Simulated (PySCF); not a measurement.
Vertical excitations of a molecule C4H7FSi from TDA-PBE/def2-SVPD (PySCF), as energy in eV (oscillator strength): 5.37 (0.002), 5.37 (0.384), 5.47 (0.000), 5.88 (0.335), 6.33 (0.185), 6.42 (0.003), 6.64 (0.018), 6.70 (0.000), 6.78 (0.005), 7.09 (0.016). Lowest triplet (TDA): 2.99 eV. Geometry: B3LYP-D3(BJ)/def2-SVP. Other conformers were not sampled.

Which structure fits?
A. C=C/C=C\[SiH2]F
B. F[C@@H]1C=CC[SiH2]1
C. CC1=CC[Si@@H]1F
D. C[C@@H](F)C#C[SiH3]

A, C=C/C=C\[SiH2]F
